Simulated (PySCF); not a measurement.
## How the method moves the proton affinities of selenophene

Structure: `c1cc[se]c1` (C4H4Se). Optimised structure (Å), atoms numbered from 1:
```
C     0.6384   -0.7451   -0.1607
C    -0.7810   -0.5814   -0.1808
C    -1.2121    0.6822    0.1089
Se    0.2070    1.8257    0.4470
C     1.3375    0.3882    0.1442
H     1.1295   -1.6975   -0.3716
H    -1.4695   -1.3980   -0.4083
H    -2.2413    1.0373    0.1520
H     2.4189    0.5002    0.2171
```

All levels share the PBE0-D3(BJ)/def2-SVP structures and the GFN2-xTB thermal terms; only the single-point energies (PySCF) change. Values are proton affinities (298 K, kJ/mol).

| level | C3 | C1 | Se4 | time |
| --- | --- | --- | --- | --- |
| PBE0-D3(BJ)/pcseg-1 | 828 | 784 | 736 | 23 s |
| PBE0-D3(BJ)/def2-SV(P) | 829 | 786 | 734 | 20 s |
| CAM-B3LYP-D3(BJ)/def2-TZVP | 832 | 790 | 748 | 69 s |
| PBE0-D3(BJ)/aug-pcseg-1 | 839 | 794 | 749 | 47 s |
| PBE0-D3(BJ)/def2-TZVP | 839 | 797 | 752 | – |
| PBE0-D3(BJ)/cc-pVTZ | 841 | 798 | 753 | 78 s |
| PBE-D3(BJ)/def2-TZVP | 842 | 800 | 750 | 2.1 min |
| PBE0-D3(BJ)/cc-pVDZ | 842 | 799 | 750 | 26 s |
| B3LYP-D3(BJ)/def2-TZVP | 847 | 801 | 758 | 62 s |
| PBE0-D3(BJ)/6-31G | 850 | 795 | 721 | 14 s |
| TPSSh-D3(BJ)/def2-TZVP (grid 3) | 852 | 807 | 763 | 2.1 min |
| PBE0-D3(BJ)/6-31G* | 853 | 808 | 754 | 20 s |
| OPBE/def2-TZVP | 856 | 816 | 764 | 2 min |

Times are wall times for all single points of a level on 1 thread of Arm Neoverse N1, a shared host; the dash marks the run that also made the structures. OPBE, PBE ran on a slower path of this set-up, which computes the density-fitting integrals anew in every SCF cycle while the other levels store them. So the times needn't show the usual order of cost, and those levels read slower than they are.

The widest spread is that of Se4: 43 kJ/mol, from 721 to 764.

Caveats: atoms from Ga to Kr are treated without relativity; not every ring carbon need be listed, and shares count the listed sites alone.
